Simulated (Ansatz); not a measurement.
CH7FOSi2 (`C[Si](O)(F)[SiH3]`), 12 atoms. The species carries charge 0 and has multiplicity 1. All runs use 4 threads of an Arm Neoverse V1 on a shared host. Correlated methods freeze the cores.

(1) Give the basis size and wall time and peak host memory of each of these runs in Ansatz. RKS B2PLYP (frozen core)/def2-TZVPP energy; RKS ωB97M-V/def2-QZVPP energy; RKS SPW92 (LDA)/def2-TZVPP energy; RKS PBE0-D4/def2-TZVP frequencies; RHF-CCSD(T)/def2-SVP energy; RKS ωB97M-V/def2-TZVPP energy and forces; RKS PBE0-D4/def2-SVP energy; RKS ωB97M-V/def2-SVP energy; direct RPA on PBE orbitals/def2-TZVPP energy; RKS B3LYP-D4/def2-TZVPP energy and forces; RHF-CCSD(T)/def2-TZVPP energy; RHF-MP2/def2-QZVPP energy. (An estimate is asked.)

## Answers

(1) Ansatz gave: Other jobs shared the machine, so times are rough.

```
                                level                job  functions  wall time  peak host memory (GiB)
                 RKS PBE0-D4/def2-SVP             energy        113      1.2 s                    0.26
           RKS SPW92 (LDA)/def2-TZVPP             energy        275      1.4 s                    0.38
                 RKS ωB97M-V/def2-SVP             energy        113      4.7 s                    0.37
direct RPA on PBE orbitals/def2-TZVPP             energy        275        6 s                    0.67
              RKS B3LYP-D4/def2-TZVPP  energy and forces        275        6 s                    0.84
                 RHF-CCSD(T)/def2-SVP             energy        113      6.5 s                    0.55
  RKS B2PLYP (frozen core)/def2-TZVPP             energy        275      6.5 s                    0.75
               RKS ωB97M-V/def2-TZVPP  energy and forces        275       14 s                     1.1
               RKS ωB97M-V/def2-QZVPP             energy        521       22 s                     2.5
                   RHF-MP2/def2-QZVPP             energy        521       25 s                     3.4
                RKS PBE0-D4/def2-TZVP        frequencies        209    2.9 min                    0.57
               RHF-CCSD(T)/def2-TZVPP             energy        275    3.8 min                     7.3
```

B3LYP here is the variant with VWN-RPA as its local correlation; programs differ in this.
